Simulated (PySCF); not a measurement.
**13C shifts, computed and measured**

Computed: GIAO KT3/pcSseg-1, gas phase, PySCF SCF with an in-house response code, geometries GFN2-xTB, one conformer, no vibrational averaging, against isolated TMS at the same level. Measured: against TMS, in the medium listed. The two scales can differ by a constant.

```
                                                                                                            compound (atom-mapped SMILES)        atom  computed / ppm  measured / ppm                                          medium
[S:1]=[P:2]([c:3]1[cH:4][cH:5][cH:6][cH:7][cH:8]1)([c:9]1[cH:10][cH:11][cH:12][cH:13][cH:14]1)[c:15]1[cH:16][cH:17][cH:18][cH:19][cH:20]1     C3/9/15           131.4           133.1                                        solution
[O:1]=[P:2]([c:3]1[cH:4][cH:5][cH:6][cH:7][cH:8]1)([c:9]1[cH:10][cH:11][cH:12][cH:13][cH:14]1)[c:15]1[cH:16][cH:17][cH:18][cH:19][cH:20]1     C3/9/15           130.4           135.6                                        solution
                                               [O:1]=[C:2]([c:3]1[cH:4][cH:5][cH:6][cH:7][cH:8]1)[CH:9]1[CH2:10][CH2:11][CH2:12][CH2:13]1          C9            46.9            46.4  not stated per compound (mostly CDCl3 or CCl4)
                                                [CH3:1][CH2:2][O:3][S:4](=[O:5])(=[O:6])[c:7]1[cH:8][cH:9][c:10]([CH3:11])[cH:12][cH:13]1          C2            64.0            66.9  not stated per compound (mostly CDCl3 or CCl4)
                                              [cH:1]1[cH:2][cH:3][c:4]2[cH:5][c:6]3[cH:7][cH:8][cH:9][cH:10][c:11]3[cH:12][c:13]2[cH:14]1  C4/6/11/13           123.4           131.7                                           CDCl3
```

Give computed and measured shifts for these two.

```csv
compound (atom-mapped SMILES),atom
[CH3:1][C:2]([CH3:3])([CH3:4])[O:5][C:6](=[O:7])[c:8]1[cH:9][cH:10][cH:11][cH:12][cH:13]1,C2
[CH2:1]1[CH2:2][O:3][CH2:4][CH2:5][O:6][CH2:7][CH2:8][O:9][CH2:10][CH2:11][O:12][CH2:13][CH2:14][O:15][CH2:16][CH2:17][O:18]1,C1/2/4/5/7/8/…
```


| compound (atom-mapped SMILES) | atom | computed / ppm | measured / ppm | medium |
| --- | --- | --- | --- | --- |
| [CH3:1][C:2]([CH3:3])([CH3:4])[O:5][C:6](=[O:7])[c:8]1[cH:9][cH:10][cH:11][cH:12][cH:13]1 | C2 | 81.1 | 80.7 | not stated per compound (mostly CDCl3 or CCl4) |
| [CH2:1]1[CH2:2][O:3][CH2:4][CH2:5][O:6][CH2:7][CH2:8][O:9][CH2:10][CH2:11][O:12][CH2:13][CH2:14][O:15][CH2:16][CH2:17][O:18]1 | C1/2/4/5/7/8/… | 73.6 | 71.34 | THF-d8 |

How well does this level do over the whole set?

Computed less measured averages -2.1 ppm, and the scatter about that mean is 3.4 ppm (rms) over 7 compounds.

Measured values: E. Pretsch, P. Bühlmann, M. Badertscher, Structure Determination of Organic Compounds, 4th ed., Springer 2009; Fulmer et al., Organometallics 2010, 29, 2176; Pretsch, Buehlmann, Badertscher, Structure Determination of Organic Compounds, 4th ed.; Stadelmann, Balmer, Riniker, Ebert, PCCP 2022.
